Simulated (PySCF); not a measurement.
Nuclear quadrupole coupling in `C=Cn1nc2cccc(C)c2n1`

Species: C₉H₉N₃.
Structure used (GFN2-xTB), in Å, numbered top down from 1:
```xyz
21
C9H9N3 angstrom
C      4.0949    0.3657    0.2557
C      2.9551    1.0370    0.3100
N      1.7165    0.4237    0.2007
N      1.5762   -0.8715    0.0357
C      0.2523   -1.0533   -0.0229
C     -0.5237   -2.2083   -0.1846
C     -1.8814   -2.0424   -0.1970
C     -2.4867   -0.7768   -0.0552
C     -1.7643    0.3796    0.1038
C     -2.3951    1.7274    0.2507
C     -0.3658    0.2318    0.1198
N      0.6131    1.1339    0.2587
H      5.0411    0.8666    0.3417
H      4.0960   -0.7019    0.1228
H      2.8759    2.1055    0.4416
H     -0.0547   -3.1729   -0.2907
H     -2.5222   -2.9038   -0.3178
H     -3.5660   -0.7211   -0.0727
H     -2.9221    2.0008   -0.6630
H     -3.1170    1.7243    1.0658
H     -1.6309    2.4726    0.4513
```

Field gradients from the PBE0/pcSseg-1 density (PySCF, non-relativistic), principal values in atomic units, ordered |Vxx| ≤ |Vyy| ≤ |Vzz|:

```csv
atom,Vxx,Vyy,Vzz
N3,0.0592,0.4416,-0.5009
N4,0.1515,0.8144,-0.9659
N12,0.1915,0.7857,-0.9772
```

**Question.** Find the asymmetry η = (Vxx − Vyy)/Vzz and the couplings χ = eQV/h (234.96 MHz × Q in barn × V in au), with Q(14N) = 0.02044 b.

**Answer.** 
| atom | environment | nucleus | η | χzz (MHz) | χxx (MHz) | χyy (MHz) |
| --- | --- | --- | --- | --- | --- | --- |
| N3 | pyrrole-type nitrogen | 14N | 0.76 | -2.405 | 0.284 | 2.121 |
| N4 | pyridine-type nitrogen | 14N | 0.69 | -4.639 | 0.727 | 3.911 |
| N12 | pyridine-type nitrogen | 14N | 0.61 | -4.693 | 0.920 | 3.773 |

The tensor is traceless: Vxx + Vyy + Vzz = 0.

**Question.** What is Vzz at N3 in SI units (1 au = 9.71736 × 10²¹ V/m²)?

**Answer.** -0.5009 au = -4.867 × 10²¹ V/m².

**Question.** And the gradient at the other heavy atoms, for which no coupling is worked out here?

**Answer.** 
```json
{"atom": "C1", "environment": "terminal =CH2 carbon", "Vzz (au)": "0.321", "η": "0.14"}
{"atom": "C2", "environment": "vinylic carbon bearing nitrogen", "Vzz (au)": "-0.357", "η": "0.10"}
{"atom": "C5", "environment": "ring-fusion aromatic carbon", "Vzz (au)": "-0.231", "η": "1.00"}
{"atom": "C6", "environment": "aromatic CH carbon", "Vzz (au)": "0.258", "η": "0.38"}
{"atom": "C7", "environment": "aromatic CH carbon", "Vzz (au)": "0.321", "η": "0.17"}
{"atom": "C8", "environment": "aromatic CH carbon", "Vzz (au)": "0.266", "η": "0.21"}
{"atom": "C9", "environment": "substituted aromatic carbon", "Vzz (au)": "0.297", "η": "0.38"}
{"atom": "C10", "environment": "benzylic-type carbon", "Vzz (au)": "0.088", "η": "0.53"}
{"atom": "C11", "environment": "ring-fusion aromatic carbon", "Vzz (au)": "-0.219", "η": "0.87"}
```

**Question.** What couplings would deuterons (Q(2H) = 0.00286 b) have in place of the hydrogens, at this geometry?

**Answer.** 
```tsv
atom	bonded to	bond length (Å)	Vzz (au)	η	χzz (kHz)
H13	C1	1.074	0.3412	0.05	229
H14	C1	1.076	0.3324	0.04	223
H15	C2	1.079	0.3197	0.09	215
H16	C6	1.078	0.3317	0.06	223
H17	C7	1.080	0.3263	0.06	219
H18	C8	1.081	0.3253	0.07	219
H19	C10	1.090	0.3114	0.02	209
H20	C10	1.089	0.3125	0.02	210
H21	C10	1.086	0.3106	0.03	209
```

Geometry: GFN2-xTB, one conformer, isolated molecule. GFN2-xTB frequencies show an imaginary mode (71i cm⁻¹), so this geometry is no minimum at that level. GFN2-xTB bond lengths can be off by several hundredths of an ångström, more for odd bonds, and the gradients follow them. With a basis this small, the couplings can be 20 % off.
